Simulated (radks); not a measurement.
Results of a calculation; reference values are marked as such.
Spherical jellium clusters: N electrons in a uniform positive sphere of charge N and radius rs N^(1/3), rs = 3.99 bohr. Level of theory: non-relativistic Kohn-Sham, PBE, spin-polarised, spherical densities (a radial shooting solver with Libxc functionals). Levels are named by radial order and angular momentum (1s, 1p, 1d, 2s, ...), and open shells are averaged over m.

N = 5, configuration 1s2 1p(up 3, down 0). This is the lowest configuration that the search found. Occupied and some empty levels:

level,occupation,eigenvalue (eV),<r> (bohr)
1s up,1,-4.4982,4.898
1s down,1,-3.8113,4.432
1p up,3,-3.0294,5.944
1p down,0,-2.0475,5.959
1d up,0,-1.2892,7.268
2s up,0,-0.89544,8.735

Energy (eV): total -8.48432, kinetic 9.1779, external -115.67, Hartree 56.239, exchange-correlation -18.056, background 59.824.

Electron density:

r (bohr),n(r) (e/bohr^3)
0.231,0.004212
1.10,0.004313
1.98,0.004481
2.85,0.004566
3.72,0.004364
4.59,0.003743
5.46,0.002782
6.33,0.001744
7.21,0.0009141
8.08,0.0004226
8.95,0.0001839
9.82,0.00007808
10.7,0.00003275
11.6,0.00001357
